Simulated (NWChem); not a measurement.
All runs are NWChem calculations. System: F₂Sn, charge 0, spin multiplicity 1, at a geometry optimised with PBE/def2-SVP with def2 effective core potentials on Sn. The structure started from a generated list of species. Level: B3LYP/def2-SVPD with def2 effective core potentials on Sn, VWN1-RPA local correlation.

Input file:

```
start mol
memory heap 200 mb stack 900 mb global 1100 mb
geometry units angstroms nocenter noautoz
  Sn     0.000000     0.000000    -0.347170
  F      1.475205     0.000000     0.964361
  F     -1.475205     0.000000     0.964361
  symmetry group C2v
end
basis spherical
  * library def2-svpd
end
ecp
  Sn library def2-ecp
end
dft
  xc b3lyp
  semidirect memsize 60000000 filesize 0
  iterations 100
end
task dft energy
```

NWChem printed:

```
             Northwest Computational Chemistry Package (NWChem) 7.3.0
             --------------------------------------------------------

                                NWChem Input Module
                                -------------------

 Scaling coordinates for geometry "geometry" by  1.889725989
 (inverse scale =  0.529177249)

 Turning off AUTOSYM since
 SYMMETRY directive was detected!

                             Geometry "geometry" -> ""
                             -------------------------

 Output coordinates in angstroms (scale by  1.889725989 to convert to a.u.)

  No.       Tag          Charge          X              Y              Z
 ---- ---------------- ---------- -------------- -------------- --------------
    1 Sn                  50.0000     0.00000000     0.00000000    -0.34717000
    2 F                    9.0000     1.47520500     0.00000000     0.96436100
    3 F                    9.0000    -1.47520500     0.00000000     0.96436100

 Effective nuclear repulsion energy (a.u.)     255.8044540316

            Nuclear Dipole moment (a.u.)
            ----------------------------
        X                 Y               Z
 ---------------- ---------------- ----------------
     0.0000000000     0.0000000000    -0.0000037795

      Symmetry information
      --------------------

 Group name             C2v
 Group number             16
 Group order               4
 No. of unique centers     2

      Symmetry unique atoms

     1    2


 Summary of "ao basis" -> "" (spherical)
 ------------------------------------------------------------------------------
       Tag                 Description            Shells   Functions and Types
 ---------------- ------------------------------  ------  ---------------------
 *                         def2-svpd                  on all atoms

                                 NWChem DFT Module
                                 -----------------

 Summary of "ao basis" -> "ao basis" (spherical)
 ------------------------------------------------------------------------------
       Tag                 Description            Shells   Functions and Types
[...]
              MO Center=  2.5D-17, -1.2D-15, -1.6D-01, r^2= 3.2D+00
   Bfn.  Coefficient  Atom+Function         Bfn.  Coefficient  Atom+Function
  ----- ------------  ---------------      ----- ------------  ---------------
     3      0.578384  1 Sn s                  4      0.374318  1 Sn s
    39     -0.298763  2 F  pz                62     -0.298763  3 F  pz
    14     -0.264709  1 Sn pz                 2     -0.222794  1 Sn s
    42      0.209380  2 F  pz                65      0.209380  3 F  pz
     1     -0.184954  1 Sn s                 37     -0.139673  2 F  px

 Vector   21  Occ=0.000000D+00  E=-1.211511D-01  Symmetry=b2
              MO Center=  2.8D-15, -2.1D-15, -4.6D-01, r^2= 3.3D+00
   Bfn.  Coefficient  Atom+Function         Bfn.  Coefficient  Atom+Function
  ----- ------------  ---------------      ----- ------------  ---------------
    16      0.639060  1 Sn py                13      0.577859  1 Sn py
    10     -0.177758  1 Sn py                 7     -0.165322  1 Sn py
    38      0.158315  2 F  py                61      0.158315  3 F  py
    41     -0.119282  2 F  py                64     -0.119282  3 F  py
    44     -0.086325  2 F  py                67     -0.086325  3 F  py

 Vector   22  Occ=0.000000D+00  E=-4.387294D-02  Symmetry=b1
              MO Center=  7.1D-15, -9.7D-16, -7.8D-01, r^2= 4.4D+00
   Bfn.  Coefficient  Atom+Function         Bfn.  Coefficient  Atom+Function
  ----- ------------  ---------------      ----- ------------  ---------------
    15      1.007494  1 Sn px                12      0.497077  1 Sn px
    36     -0.324566  2 F  s                 59      0.324566  3 F  s
    45      0.205942  2 F  pz                68     -0.205942  3 F  pz
    31      0.168548  1 Sn d  1              39     -0.159261  2 F  pz
    62      0.159261  3 F  pz                 9     -0.140849  1 Sn px

 Vector   23  Occ=0.000000D+00  E=-2.776757D-02  Symmetry=a1
              MO Center= -4.6D-16,  1.1D-16, -6.0D-01, r^2= 5.0D+00
   Bfn.  Coefficient  Atom+Function         Bfn.  Coefficient  Atom+Function
  ----- ------------  ---------------      ----- ------------  ---------------
     4      1.328162  1 Sn s                 17      1.113469  1 Sn pz
    36     -0.538044  2 F  s                 59     -0.538044  3 F  s
    14      0.426822  1 Sn pz                 3      0.306829  1 Sn s
     5     -0.256117  1 Sn s                 43      0.253019  2 F  px
    66     -0.253019  3 F  px                45      0.224765  2 F  pz

 center of mass
 --------------
 x =   0.00000000 y =   0.00000000 z =  -0.05199322

 moments of inertia (a.u.)
 ------------------
         176.514357116330           0.000000000000           0.000000000000
           0.000000000000         471.804837158772           0.000000000000
           0.000000000000           0.000000000000         295.290480042442

     Multipole analysis of the density
     ---------------------------------

     L   x y z        total         alpha         beta         nuclear
     -   - - -        -----         -----         ----         -------
     0   0 0 0     -0.000000    -20.000000    -20.000000     40.000000

     1   1 0 0      0.000000      0.000000      0.000000      0.000000
     1   0 1 0     -0.000000     -0.000000     -0.000000      0.000000
     1   0 0 1     -1.648146    -10.008857    -10.008857     18.369569

     2   2 0 0    -30.288255    -85.087236    -85.087236    139.886218
     2   1 1 0      0.000000      0.000000      0.000000      0.000000
     2   1 0 1     -0.000000     -0.000000     -0.000000      0.000000
     2   0 2 0    -22.190445    -11.095222    -11.095222      0.000000
     2   0 1 1     -0.000000     -0.000000     -0.000000      0.000000
     2   0 0 2    -27.086076    -48.167101    -48.167101     69.248125

 Task  times  cpu:        1.8s     wall:        1.8s

 Total times  cpu:        1.8s     wall:        1.8s
```
